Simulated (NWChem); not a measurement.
System: SiH2S2, singlet; SMILES S[Si]S

Output (shortened):

```
             Northwest Computational Chemistry Package (NWChem) 7.3.0
             --------------------------------------------------------

 CS  symmetry detected

                             Geometry "geometry" -> ""
                             -------------------------

 Output coordinates in angstroms (scale by  1.889725989 to convert to a.u.)

  No.       Tag          Charge          X              Y              Z
 ---- ---------------- ---------- -------------- -------------- --------------
    1 Si                  14.0000    -1.00916347     0.01251568     0.00000000
    2 S                   16.0000     0.37240250     1.66784725     0.00000000
    3 H                    1.0000     1.56367235     1.02189638     0.00000000
    4 S                   16.0000     0.44205351    -1.58122593     0.00000000
    5 H                    1.0000    -0.46667993    -2.58305686     0.00000000

 Effective nuclear repulsion energy (a.u.)     174.7059753783

      Symmetry information
      --------------------

 Group name             Cs
 Group number              2
 Group order               2
 No. of unique centers     5

                                 NWChem DFT Module
                                 -----------------

 Summary of "ao basis" -> "ao basis" (spherical)
 ------------------------------------------------------------------------------
       Tag                 Description            Shells   Functions and Types
 ---------------- ------------------------------  ------  ---------------------
 Si                       aug-pcseg-1               11       27   5s4p2d
 S                        aug-pcseg-1               11       27   5s4p2d
 H                        aug-pcseg-1                5        9   3s2p

      Symmetry analysis of basis
      --------------------------

        a'         71
        a"         28

            General Information
            -------------------
          SCF calculation type: DFT
          Wavefunction type:  closed shell.
          No. of atoms     :     5
          No. of electrons :    48
           Alpha electrons :    24
            Beta electrons :    24
          Charge           :     0
          Spin multiplicity:     1
          Use of symmetry is: on ; symmetry adaption is: on
          Maximum number of iterations: 150
          AO basis - number of functions:    99
                     number of shells:    43
          Convergence on energy requested:  1.00D-06
          Convergence on density requested:  1.00D-05
          Convergence on gradient requested:  5.00D-04

              XC Information
              --------------
                  TPSS metaGGA Exchange Functional  1.000
             TPSS03 metaGGA Correlation Functional  1.000

             Grid Information
             ----------------
          Grid used for XC integration:  medium
          Radial quadrature: Mura-Knowles
          Angular quadrature: Lebedev.
          Tag              B.-S. Rad. Rad. Pts. Rad. Cut. Ang. Pts.
          ---              ---------- --------- --------- ---------
          Si                  1.10       88          15.0       590
          S                   1.00       88          16.0       590
          H                   0.35       45          16.0       434
          Grid pruning is: on
          Number of quadrature shells:   354
          Spatial weights used:  Erf1

      Superposition of Atomic Density Guess
      -------------------------------------

 Sum of atomic energies:       -1084.69427775

      Non-variational initial energy
      ------------------------------

 Total energy =   -1085.330385
 1-e energy   =   -1848.647693
 2-e energy   =     588.611333
 HOMO         =      -0.244043
 LUMO         =      -0.042580

      Symmetry analysis of molecular orbitals - initial
      -------------------------------------------------

  Numbering of irreducible representations:

     1 a'          2 a"

  Orbital symmetries:

     1 a'          2 a'          3 a'          4 a'          5 a'
     6 a'          7 a'          8 a'          9 a'         10 a"
    11 a"         12 a'         13 a'         14 a'         15 a"
    16 a'         17 a'         18 a'         19 a'         20 a'
    21 a"         22 a'         23 a"         24 a'         25 a"
    26 a'         27 a'         28 a'         29 a'         30 a"
    31 a'         32 a'         33 a'         34 a'

     ---------------------------------------------
      Total Density - Mulliken Population Analysis
     ---------------------------------------------

    Atom       Charge   Shell Charges
 -----------   ------   -------------------------------------------------------
    1 Si  14    13.10   2.00  2.00  1.14  0.82  0.14  5.99  1.16 -0.16 -0.01  0.08 -0.07
    2 S   16    16.94   2.00  2.00  1.16  0.76 -0.00  5.99  3.33  1.56  0.03  0.03  0.05
    3 H    1     0.52   0.58  0.02 -0.02  0.02 -0.08
    4 S   16    16.95   2.00  2.00  1.17  0.76 -0.00  5.99  3.32  1.58  0.04  0.03  0.06
    5 H    1     0.50   0.59 -0.01 -0.05  0.02 -0.05

   convergence    iter        energy       DeltaE   RMS-Dens  Diis-err
 ---------------- ----- ----------------- --------- --------- ---------
 d= 0,ls=0.0,diis     1  -1087.0919442191 -1.26D+03  1.65D-02  3.11D-01
 d= 0,ls=0.0,diis     2  -1087.0463387994  4.56D-02  1.21D-02  4.58D-01
 d= 0,ls=0.0,diis     3  -1087.1233693548 -7.70D-02  4.24D-03  7.00D-02
 d= 0,ls=0.0,diis     4  -1087.1374023646 -1.40D-02  9.46D-04  2.71D-03
 d= 0,ls=0.0,diis     5  -1087.1379075940 -5.05D-04  2.71D-04  1.25D-04
  Resetting Diis
 d= 0,ls=0.0,diis     6  -1087.1379257319 -1.81D-05  1.03D-04  3.49D-05
 d= 0,ls=0.0,diis     7  -1087.1379314337 -5.70D-06  8.87D-05  5.05D-06
 d= 0,ls=0.0,diis     8  -1087.1379279969  3.44D-06  6.25D-05  2.10D-05
 d= 0,ls=0.0,diis     9  -1087.1379324998 -4.50D-06  6.40D-06  9.41D-08
 d= 0,ls=0.0,diis    10  -1087.1379325182 -1.84D-08  9.63D-07  3.49D-09

[...]
```

Level: TPSS/aug-pcseg-1. Low-valent species are run as closed-shell singlets; no triplet was tried in these runs. The geometry was optimised at PBE0/def2-SVP.

Write an input that gives this output.

This is not unique; one that fits is the input that was run:
```
start job
memory heap 200 mb stack 900 mb global 1100 mb
geometry units angstroms noautoz
  Si    -1.018948     0.012283     0.001090
  S      0.363004     1.667291    -0.000989
  H      1.554123     1.021062    -0.000940
  S      0.431897    -1.581797     0.001963
  H     -0.477070    -2.583415     0.003403
end
basis spherical
  * library aug-pcseg-1
end
dft
  xc xtpss03 ctpss03
  iterations 150
  mulliken
end
task dft energy
```
